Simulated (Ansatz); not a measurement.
Relaxation of CH5BFNO (10 atoms, charge 0, multiplicity 1), to a largest force component of 0.02 eV/Å in at most 50 steps.

These are results of RKS BLYP/def2-SVP in Ansatz, not measurements.

```xyz
10
Properties=species:S:1:pos:R:3
B -0.800 0.609 1.049
C -0.121 0.132 -0.279
N 0.121 -1.297 -0.175
O 1.153 0.859 -0.449
F -0.956 0.354 -1.375
H -1.161 1.805 1.127
H -1.059 -0.084 1.932
H 0.559 -1.623 -1.086
H 0.921 -1.427 0.582
H 1.427 0.621 -1.324
```

Q: Where does it end, and by what steps?

A: The forces met the threshold. After 19 steps the energy has fallen by 1.020 eV; H6 moved furthest, 1.67 Å. Joined: B1–N3 (2.45 → 1.69 Å).

```csv
step,energy less start (eV),largest force component (eV/Å),accepted
0,0.0000,2.761,yes
1,-0.3501,1.074,yes
2,-0.4117,0.619,yes
3,-0.4376,0.806,yes
4,-0.4873,0.398,yes
5,-0.5124,0.305,yes
6,-0.5355,0.287,yes
7,-0.5455,0.453,yes
8,-0.5509,0.525,yes
9,-0.6294,0.616,yes
10,-0.7086,0.481,yes
11,-0.8072,0.821,yes
12,-0.9203,1.054,yes
13,-0.9619,0.940,yes
14,-1.0069,0.445,yes
15,-1.0183,0.199,yes
16,-1.0115,0.267,no
17,-1.0200,0.034,yes
18,-1.0200,0.033,yes
19,-1.0201,0.008,yes
```

```xyz
10
Properties=species:S:1:pos:R:3
B -0.750 0.329 0.910
C 0.143 0.511 -0.362
N -0.090 -0.967 0.041
O 1.451 0.905 -0.341
F -0.412 0.690 -1.622
H -1.953 0.381 0.777
H -0.235 0.445 2.000
H -0.670 -1.525 -0.598
H 0.736 -1.463 0.393
H 1.862 0.643 -1.195
```

Whether the end is a true minimum wasn't checked by a vibrational analysis.

The run took 30 s on 2 threads of AMD EPYC 7R13 Processor (Zen 3), with other jobs on the host, peak memory 0.19 GiB.
